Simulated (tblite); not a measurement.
Task: Give a GFN2-xTB geometry of `C#C/C([SiH3])=C/[SiH2]P`.

Result: 
```
atom  x, y, z in Å
C1     0.3068    3.5669    0.3335
C2     0.0735    2.3877    0.3645
C3    -0.2094    1.0045    0.3726
Si4   -1.7578    0.5430   -0.6227
C5     0.6037    0.1735    1.0457
Si6    0.4923   -1.6972    1.1649
P7     0.8056   -2.5536   -0.8904
H8     0.5164    4.5947    0.3129
H9    -1.5636    1.0191   -1.9943
H10   -2.8852    1.2572   -0.0137
H11   -1.9711   -0.9024   -0.5831
H12    1.4476    0.6222    1.5653
H13    1.5214   -2.1342    2.1210
H14   -0.8129   -2.1849    1.6241
H15    1.3862   -3.7304   -0.4539
H16    2.0390   -1.9571   -1.0903
```

Orientation and origin are arbitrary. Atoms count from 1 in this order. Si6 (SiH2 silicon) is distorted tetrahedral (angles from 106.5° to 113.8°). Of the pairs four or more bonds apart, Si6···H11 is among the closest relative to their van der Waals radii: 3.12 Å, 95 % of the sum of Bondi's values. Si4 (SiH3 silicon) is tetrahedral (angles from 106.9° to 111.5°). The C–C distances run from 1.202 Å (C1≡C2, drawn triple) to 1.412 Å (C2–C3, drawn single), a spread of 0.210 Å.

Bonds between heavy atoms (Å): C1≡C2 1.202, C2–C3 1.412, C3–Si4 1.898, C3=C5 1.343, C5–Si6 1.878, Si6–P7 2.249.

Computed geometry: GFN2-xTB, gas phase.

Point group: C1 (no symmetry element, even within 0.4 Å). Its lowest GFN2-xTB frequency is 15i cm⁻¹, too small to tell a flat minimum from a shallow saddle. One conformer, not necessarily the lowest (C3–C5–Si6–P7 64°, C5–Si6–P7–H 149° and 57°). 3 starts were optimised and ended at 0.00, 0.21 and 0.22 kcal/mol (GFN2-xTB); the lowest of these is shown.
